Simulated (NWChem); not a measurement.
System: C$_{2}$H$_{5}$ClSi; SMILES Cl/C=C\[SiH3]

```xyz
9

Si    -0.4284     1.6620     0.0000
C      1.0777     0.5395     0.0000
C      1.0317    -0.7943     0.0000
Cl    -0.4499    -1.6881     0.0000
H     -1.2652     1.4303     1.2155
H     -1.2652     1.4303    -1.2155
H      0.0450     3.0787     0.0000
H      2.0830     0.9767     0.0000
H      1.9108    -1.4452     0.0000
```
Atoms are numbered in this order, from 1.

Computed with NWChem. All runs use the structure optimised with PBE0/def2-SVP. GIAO values for the isolated, static molecule; σ is the absolute isotropic shielding, δ = σ(reference) − σ with the isolated reference molecule computed at the same levels (13C: tetramethylsilane, 1H: tetramethylsilane, 29Si: tetramethylsilane).

Task: Predict the results for KT2/pcSseg-1. Quantities: δ Si1 (ppm); δ C2 (ppm); δ C3 (ppm); σ Cl4 (ppm); δ H5 (rotor mean) (ppm); δ H8 (ppm); δ H9 (ppm).

Result: 
```yaml
"δ Si1 (ppm)": -87.2
"δ C2 (ppm)": 116.6
"δ C3 (ppm)": 143.1
"σ Cl4 (ppm)": 664.8
"δ H5 (rotor mean) (ppm)": 4.19
"δ H8 (ppm)": 5.69
"δ H9 (ppm)": 6.77
```
